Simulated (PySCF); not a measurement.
# Spinor energies of Si²⁺ (silicon, charge +2)

Start: [Ne] 3s2. Calculated with PySCF 2.14 in an even-tempered Gaussian basis (21 s from 0.0095 bohr⁻², ratio 2.6; 15 p from 0.012 bohr⁻², ratio 2.6; 9 d from 0.013 bohr⁻², ratio 2.8; 5 f from 0.71 bohr⁻², ratio 2.8): generalised Hartree-Fock with the X2C-1e Hamiltonian and a Gaussian nucleus; spin-orbit coupling (SO) screened by Boettger's factors.

| spinor shell | electrons | ε, screened SO (eV) | weight of nominal j (screened SO) | rms radius, screened SO (bohr) |
| --- | --- | --- | --- | --- |
| 1s1/2 | 2 | -1899.0 | 1.000 | 0.129 |
| 2s1/2 | 2 | -189.73 | 1.000 | 0.611 |
| 2p1/2 | 2 | -137.59 | 1.000 | 0.597 |
| 3s1/2 | 2 | -32.229 | 1.000 | 2.12 |

Problem. Where does 2p3/2 lie, and what is the 2p spin-orbit splitting (screened SO)?

Solution. At -136.89 eV, 0.700 eV above 2p1/2.

```json
{"quantity": "E (hartree)", "screened SO": "-288.59959"}
{"quantity": "M_J", "screened SO": "0"}
{"quantity": "⟨J²⟩", "screened SO": "0.000"}
{"quantity": "⟨L²⟩", "screened SO": "0.000"}
{"quantity": "⟨S²⟩", "screened SO": "0.000"}
```
